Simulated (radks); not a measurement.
Values are calculated unless marked as measured or tabulated.
Question: Ionisation of Dy, [Xe] 4f10 6s2, to Dy+, [Xe] 4f10 6s1, under several functionals. Dirac Kohn-Sham, spin-unpolarised, spherical densities, finite nucleus; open shells fill j = l - 1/2 first; a radial shooting solver on a logarithmic mesh with Libxc functionals. Known Delta-SCF values: PW91 6.272 eV; XLYP 6.211 eV. What does exchange-only LDA give, and what is its highest occupied eigenvalue?

Answer: 5.581 eV by Delta-SCF; the 4f7/2 eigenvalue is -1.524 eV. NIST: 5.939 eV (measured).

Beside tabulated values, note that spin-unpolarised runs miss the spin-polarisation part of the exchange energy of open shells.
